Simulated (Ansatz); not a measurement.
The cluster B4F. Total charge 0; doublet. Geometry PBE-D4/def2-SVPD, that of the charge -1 singlet; atoms count from 1.

Cartesian coordinates in Å:
```
B 0.248 0.561 0.531
B -0.961 -0.367 -0.031
B -0.568 -1.284 -1.216
B 0.614 -0.418 -0.712
F 0.667 1.508 1.427
```

The structure comes from a short search, and lower isomers may exist.

Q: Estimate the Mulliken populations from the PBE0/def2-TZVPD orbitals of Ansatz.

A: 
| atom | charge (e) | spin (α − β) |
| --- | --- | --- |
| B1 | 0.46 | -0.10 |
| B2 | -0.05 | 0.30 |
| B3 | 0.01 | 0.50 |
| B4 | -0.05 | 0.30 |
| F5 | -0.38 | 0.01 |
Mulliken values and Mayer orders depend strongly on the basis. With diffuse functions, as here, like atoms can get unlike values, and bond orders can come out too low or too high.

Q: Where does the spin sit?

A: Summed by element: B 0.99, F 0.01, of 1 unpaired in all. Largest on single atoms: B3 0.50, B4 0.30, B2 0.30.

Q: And the Mayer bond orders between bonded heavy atoms (over 0.3)?

A: B1–B2 0.97 (1.62 Å); B1–B4 0.97 (1.62 Å); B1–F5 1.06 (1.37 Å); B2–B3 1.62 (1.55 Å); B2–B4 1.00 (1.72 Å); B3–B4 1.62 (1.55 Å).
